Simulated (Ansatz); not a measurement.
Method: frozen-core CCSD(T)/def2-TZVPP // TPSS-D3(BJ)/def2-SVP (Ansatz, an electronic-structure program).

Ansatz 0.2 input:
```yaml
crystal:
  periodic: [false, false, false]
  atoms:
    - { symbol: Y, position_ang: [0.323551, -0.148947, 0.082946] }
    - { symbol: F, position_ang: [0.108183, -1.540844, 1.530305] }
    - { symbol: O, position_ang: [1.07723, 1.673221, 0.564586] }
    - { symbol: H, position_ang: [1.430876, 2.550633, 0.756252] }
    - { symbol: O, position_ang: [-0.229594, -0.625183, -1.810016] }
    - { symbol: H, position_ang: [-0.480053, -0.806997, -2.724262] }
basis:
  gaussian: { orbitals: def2-TZVPP }
correlation:
  method: ccsd_t
```

Output:

```
Functional definition: HF
1155 factors; integrals over basis functions are off by at most 7.7e-4 eV
mean field evaluation 1: about -7844.0033 eV, gradient 6.9e1 eV
mean field evaluation 2: about -7844.0755 eV, gradient 6.9e1 eV
mean field evaluation 4: about -7852.0048 eV, gradient 1.9e0 eV
mean field evaluation 8: about -7852.0594 eV, gradient 2.4e-1 eV
mean field evaluation 16: about -7844.0038 eV, gradient 6.9e1 eV
mean field -7852.05959097 eV, -288.5578676508 hartree, gradient 1.8e-6 eV, S^2 0.000000; 0 other end points of the search recorded, 0 dependent functions left out
3 core orbitals not correlated
reference -7852.05959097 eV, -288.5578676508 hartree; 16, 16 occupied and 158, 158 virtual orbitals, 1155 factors
second order -27.30996813 eV of doubles, -0.00000000 eV of singles
cycle   1  -26.60237825 eV  change    7.1e-1 eV  update   1.3e-1
cycle   2  -27.16503391 eV  change   -5.6e-1 eV  update   4.6e-2
cycle   3  -27.32593410 eV  change   -1.6e-1 eV  update   2.1e-2
cycle   4  -27.31279234 eV  change    1.3e-2 eV  update   6.1e-3
cycle   5  -27.30550401 eV  change    7.3e-3 eV  update   2.2e-3
cycle   6  -27.30648135 eV  change   -9.8e-4 eV  update   8.0e-4
cycle   7  -27.30649852 eV  change   -1.7e-5 eV  update   2.0e-4
cycle   8  -27.30629394 eV  change    2.0e-4 eV  update   8.5e-5
cycle   9  -27.30628806 eV  change    5.9e-6 eV  update   2.6e-5
perturbative correction -0.91670833 eV, -0.0336884097 hartree
Total energy: -7880.28258735 eV, -289.5950436378 hartree
```

Cost: very roughly 70 core-seconds.
